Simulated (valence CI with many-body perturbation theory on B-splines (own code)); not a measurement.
**E1 transitions of Tm¹⁹⁺**

Method: relativistic CI+MBPT: four valence electrons over a frozen Dirac-Fock core [Kr] 4d10, radial functions for each j: 7 s, 7 p, 7 d, 7 f, 4 g, 2 h, with the one-electron correlation potential Σ1 (screened to all orders), the two-electron term Σ2, the three-electron term Σ3, Breit, model QED; selected single and double excitations, second order for the rest, scaled by the run's own slope (own B-spline code, finite nucleus).

No measured spectrum was set against this ion. As an estimate, terms of the open shell hold to a few per cent of their energy, and close levels can change places.

Lines 151 to 200 of 332 in falling wavelength, among levels below 627450 cm⁻¹, chosen from the strongest by gf and those to the six lowest levels. Wavelengths and rates use the calculated energies, so an error of 2000 cm⁻¹ moves a line at 361.0 Å by 0.72 % and its rate by three times that or more. Electric multipoles are in the length gauge, E1 and E2 with the static RPA response of the core. Weak lines are less certain than strong ones. Lines between different terms over intervals too small for the method are left out, as are lines whose strength nearly cancels. Where a level lies close to another of its J and parity, the split of strength between their lines is uncertain. The highest levels of a list are the least certain.

Names give the largest LS component (configuration and term), which can be under half, so a name can repeat, a term be missing and a line seem to break the LS rules; names also repeat where a configuration has a term twice. Letters in brackets count levels of one name in rising energy.

```
λ vac (Å)            Upper            Lower   A (s⁻¹)  S (a.u.) with core polarisation  S without
    361.0       4f³5p ³H_4      4f³5s ⁵I°_5  4.75e+09                         9.93e-01   1.27e+00
    359.8       4f³5p ⁵I_5      4f³5s ⁵I°_6  5.53e+09                         1.40e+00   1.79e+00
    359.5       4f³5p ⁵K_7      4f³5s ⁵I°_7  4.19e+09                         1.44e+00   1.85e+00
    357.4       4f³5p ⁵H_6      4f³5s ⁵I°_7  6.36e+09                         1.86e+00   2.39e+00
    356.4       4f³5p ⁵H_6  4f³5s ³I°_5 [a]  1.33e+08                         3.88e-02   4.97e-02
    354.4       4f³5p ³H_4      4f³5s ⁵I°_4  3.25e+09                         6.42e-01   8.23e-01
    353.8       4f³5p ⁵K_6      4f³5s ⁵I°_5  2.48e+09                         7.06e-01   9.04e-01
    349.7       4f³5p ⁵I_5      4f³5s ⁵I°_5  9.54e+08                         2.21e-01   2.84e-01
    349.1       4f³5p ⁵K_7      4f³5s ⁵I°_6  1.52e+09                         4.77e-01   6.12e-01
    347.2       4f³5p ⁵H_6      4f³5s ⁵I°_6  2.81e+08                         7.55e-02   9.69e-02
    346.0  4f³5s ³I°_7 [b]     4f⁴ ¹L_8 [b]  7.31e+04                         2.24e-05   2.07e-05
    343.4       4f³5p ⁵I_5      4f³5s ⁵I°_4  5.56e+07                         1.22e-02   1.57e-02
    342.1  4f³5s ³D°_3 [c]     4f⁴ ³P_2 [b]  1.22e+05                         1.68e-05   1.40e-05
    338.8  4f³5s ¹H°_5 [a]     4f⁴ ¹I_6 [a]  7.36e+04                         1.55e-05   1.18e-05
    337.7       4f³5p ⁵H_6      4f³5s ⁵I°_5  1.28e+08                         3.16e-02   4.05e-02
    336.2      4f³5s ¹L°_8     4f⁴ ¹L_8 [b]  2.13e+05                         6.80e-05   5.27e-05
    331.7      4f³5s ³L°_8     4f⁴ ³K_7 [b]  7.54e+04                         2.31e-05   1.95e-05
    329.4  4f³5s ³G°_4 [b]     4f⁴ ³H_5 [b]  2.27e+05                         3.60e-05   2.95e-05
    328.4  4f³5s ¹H°_5 [b]     4f⁴ ³I_6 [b]  7.25e+04                         1.39e-05   1.33e-05
    327.6      4f³5s ³L°_9     4f⁴ ³K_8 [b]  1.27e+05                         4.20e-05   4.02e-05
    326.8  4f³5s ³G°_5 [c]     4f⁴ ³H_6 [b]  1.66e+05                         3.14e-05   2.66e-05
    325.7  4f³5s ¹F°_3 [a]         4f⁴ ¹F_3  1.60e+05                         1.91e-05   1.72e-05
    320.8      4f³5s ¹L°_8     4f⁴ ³K_8 [b]  1.74e+05                         4.83e-05   4.47e-05
    316.5  4f³5s ¹G°_4 [a]     4f⁴ ³H_4 [a]  9.70e+04                         1.37e-05   1.11e-05
    315.0  4f³5s ³G°_5 [d]     4f⁴ ³G_5 [d]  9.39e+04                         1.59e-05   1.39e-05
    312.4      4f³5s ⁵F°_1         4f⁴ ⁵F_2  1.74e+04                         7.83e-07   7.20e-07
    311.4  4f³5s ³G°_4 [c]     4f⁴ ³G_4 [b]  1.18e+05                         1.58e-05   1.31e-05
    310.7  4f³5s ¹F°_3 [a]     4f⁴ ¹G_4 [b]  4.09e+05                         4.23e-05   3.54e-05
    310.3      4f³5s ⁵I°_7         4f⁴ ⁵I_7  2.06e+02                         4.56e-08   3.70e-08
    309.7      4f³5s ⁵F°_2         4f⁴ ⁵F_2  1.70e+04                         1.25e-06   1.10e-06
    308.5  4f³5s ³H°_4 [b]     4f⁴ ¹G_4 [a]  1.05e+05                         1.36e-05   1.19e-05
    308.2  4f³5s ³G°_4 [b]     4f⁴ ³G_4 [a]  1.57e+05                         2.04e-05   1.44e-05
    308.2      4f³5s ⁵I°_8         4f⁴ ⁵I_8  9.18e+02                         2.25e-07   1.75e-07
    308.2  4f³5s ³H°_6 [b]     4f⁴ ³H_6 [b]  1.40e+05                         2.63e-05   2.49e-05
    307.8      4f³5s ³H°_5     4f⁴ ³H_5 [b]  2.30e+05                         3.64e-05   3.32e-05
    305.7  4f³5s ³F°_3 [c]     4f⁴ ³F_3 [d]  2.01e+05                         1.99e-05   1.75e-05
    305.5      4f³5s ¹I°_6     4f⁴ ¹I_6 [a]  1.18e+05                         2.17e-05   2.25e-05
    305.2  4f³5s ³I°_6 [b]     4f⁴ ³I_6 [a]  7.25e+04                         1.32e-05   1.25e-05
    305.1  4f³5s ³G°_5 [c]     4f⁴ ³G_5 [a]  1.16e+05                         1.79e-05   1.29e-05
    305.0      4f³5s ⁵F°_3         4f⁴ ⁵F_2  5.00e+02                         4.90e-08   3.37e-08
    305.0  4f³5s ³F°_4 [c]     4f⁴ ³F_4 [d]  1.84e+05                         2.32e-05   2.00e-05
    304.8  4f³5s ³G°_5 [d]     4f⁴ ¹G_4 [b]  9.18e+04                         1.41e-05   1.16e-05
    304.3      4f³5s ¹K°_7     4f⁴ ³L_8 [b]  8.78e+04                         1.83e-05   1.57e-05
    304.3      4f³5s ⁵I°_7         4f⁴ ⁵I_6  1.64e+02                         3.42e-08   3.39e-08
    302.7      4f³5s ⁵I°_8         4f⁴ ⁵I_7  2.59e+02                         6.03e-08   5.86e-08
    302.6  4f³5s ³F°_2 [c]     4f⁴ ³F_2 [c]  3.00e+05                         2.05e-05   1.76e-05
    300.2  4f³5s ³H°_6 [b]     4f⁴ ³H_5 [b]  8.33e+04                         1.45e-05   1.37e-05
    299.3      4f³5s ⁵G°_2         4f⁴ ⁵F_2  1.32e+04                         8.75e-07   6.33e-07
    299.0      4f³5s ³H°_5         4f⁴ ⁵D_4  9.94e+04                         1.44e-05   1.38e-05
    298.2      4f³5s ³L°_9        4f⁴ ³M_10  1.07e+05                         2.67e-05   2.05e-05
```
